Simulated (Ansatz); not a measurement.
## A barrier at the coupled-cluster level

Start structure (CH7GaSe, singlet), relaxed at PBE0-D4/def2-TZVP:

```
10
angstrom
Ga -0.7868 -0.0523 -0.8398
C 0.6123 1.2598 -0.3404
H -0.5114 -1.0758 -2.0120
H -2.2883 0.2150 -0.4255
H 1.0571 -2.0009 1.0220
Se -0.4074 -1.9328 1.1141
H 0.5907 2.0979 -1.0434
H 1.6128 0.8238 -0.3829
H 0.4489 1.6682 0.6594
H -0.3281 -1.0029 2.2485
```

The step: CH₅Ga ([CH3][GaH2]) + H₂Se → GaH₃Se ([GaH2][SeH]) + CH₄; bonds formed: C2–H5; dative contacts that become bonds: Ga1–Se6; bonds broken: Ga1–C2, H5–Se6. Computed with Ansatz 0.2.0 (basis: def2-TZVPP and def2-QZVPP); correlated methods freeze the cores. Filled d shells of the heavier atoms are correlated. The def2 sets are not built for correlating such inner shells, so the correlated values are less sure here. Extrapolation: Hartree–Fock as exp(−7.88 √X), correlation as X^−2.97. Energies below are by CCSD(T) at an estimated basis limit (MP2 extrapolated from triple and quadruple zeta, plus CCSD(T) − MP2 in triple zeta).

Question: What are the electronic barrier and the energy of the step, from the start structure to the end structure? (Judge from chemistry; the value comes from the calculation.)

Answer: The calculation gives: Barrier 0.825 eV; step energy -1.013 eV (downhill); reverse barrier, their difference, 1.838 eV. Barrier and step energy count from the start structure, the reverse barrier from the end structure.

The saddle point: One imaginary mode of 1023i cm⁻¹.
```csv
pair,start (Å),saddle (Å),end (Å)
Ga1–Se6,2.74,2.61,2.33
C2–H5,3.56,1.56,1.09
Ga1–C2,1.98,2.13,3.30
H5–Se6,1.47,1.72,3.50
```

Zero-point energy (harmonic, PBE0-D4): ZPE is 1.771 eV at the start and 1.724 eV at the saddle, so the barrier goes from 0.825 to 0.777 eV.

No T1 diagnostic of these runs exceeds 0.012.

Exchanges of this kind with a chalcogen hydride build sulfide and selenide films.

Labels in which every atom is bracketed show which atoms are joined, not bond orders.

For scale, one of the runs: CCSD(T)/def2-TZVPP, 225 basis functions, launched by `ansatz run in.yaml --threads 8 --pin off --events-out ev --progress --plain --max-ram 19148MiB`. Time: 19 s of wall clock on 8 CPU threads of an Intel Xeon 6975P-C; the host was shared. Peak host memory: 4 GiB.
